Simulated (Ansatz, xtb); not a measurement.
# Relative energy of two isomers of C2H11B2NSi

Structure I is `BN([SiH3])B(C)C`, a singlet and structure II is `NBCBC[SiH3]`, a singlet. Both are isolated molecules in the gas phase, relaxed with B3LYP/def2-SVP; each stands in its lowest conformer found.

Quicker runs give these differences E(II) − E(I): GFN2-xTB +157.7 kJ/mol; HF/STO-3G +144.5 kJ/mol (at GFN2-xTB geometries); r2SCAN-D4/def2-SVP +81.8 kJ/mol (at GFN2-xTB geometries).

Problem. Estimate E(II) − E(I) at the level CCSD(T)/def2-SVP + ΔMP2/def2-TZVPP.

Solution. Calculated at CCSD(T)/def2-SVP + ΔMP2/def2-TZVPP: E(II) − E(I) = +96.0 kJ/mol, so structure I lies lower.

Level by level:

```csv
level,geometry,E(II) − E(I) (kJ/mol),departure from the last row (kJ/mol),"job, with rough time for the two"
GFN2-xTB,GFN2-xTB,+157.7,+61.7,"optimisation, 0.42 s"
HF/STO-3G,GFN2-xTB,+144.5,+48.5,"single point, 0.3 s"
r2SCAN-D4/def2-SVP,GFN2-xTB,+81.8,−14.2,"single point, 3.4 s"
B3LYP/def2-SVP,B3LYP/def2-SVP,+87.6,−8.4,"optimisation, 78 s"
HF/def2-SVP,B3LYP/def2-SVP,+103.3,+7.3,part of the CCSD(T) run
MP2/def2-SVP,B3LYP/def2-SVP,+97.1,+1.1,part of the CCSD(T) run
CCSD(T)/def2-SVP,B3LYP/def2-SVP,+95.5,−0.5,single point
CCSD(T)/def2-SVP + ΔMP2/def2-TZVPP,B3LYP/def2-SVP,+96.0,,"single point, 52 s"
```

As drawn, II has 1 C–B, 1 C–Si, 2 N–H in place of 1 B–N, 1 N–Si, 2 C–H.

The levels shown agree on the order. The largest departure from CCSD(T)/def2-SVP + ΔMP2/def2-TZVPP is that of GFN2-xTB, 61.7 kJ/mol. The last row adds to CCSD(T) the change of the MP2 difference between the two basis sets, here +0.5 kJ/mol.

With thermal terms from frequencies at re-optimised GFN2-xTB minima (ideal gas, soft modes damped towards free rotors, one conformer each, 298.15 K, 1 atm): the zero-point term adds +1.6 kJ/mol; ΔH is +97.0 and ΔG +96.2 kJ/mol.

The correlated steps freeze 10 core orbitals. Programs: Ansatz 0.2.0, xtb 6.7.1; the last row on 4 threads of Arm Neoverse V2 on a shared host.
